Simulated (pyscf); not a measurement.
Structures and frequencies: ωB97X-D3(BJ)/def2-SVPD in PySCF.

Estimate the classical barrier height and the reaction energy of `[Br-]` + `[CH3][I]` → `[CH3][Br]` + `[I-]` at ωB97M-D3(BJ)/def2-TZVPD. The step runs on the singlet surface, breaks C–I and forms Br–C; take the separated reactants as zero.

ΔE‡ = -2.0 kJ/mol, ΔE = -26.0 kJ/mol. Zero-point energy shifts the barrier by -0.6 kJ/mol. It is a substitution at C, with an imaginary mode of 412i cm⁻¹. On the reactant side the descent ends in a bound adduct, 40.1 kJ/mol under the separated species and 41.7 kJ/mol under the saddle at ωB97X-D3(BJ)/def2-TZVPD. On the product side the descent ends in a bound adduct, 35.8 kJ/mol under the separated species and 60.1 kJ/mol under the saddle at ωB97X-D3(BJ)/def2-TZVPD. At ωB97M-D3(BJ) the saddle lies under the separated reactants, which points to a path from their complex (located at ωB97X-D3(BJ) alone). One saddle was located; it need not be the lowest between these sides. The angle at the attacked C is 180°. Elements up to Kr have no core potential and no relativistic terms here. Elements past Kr carry the def2 core potentials, without spin-orbit coupling.
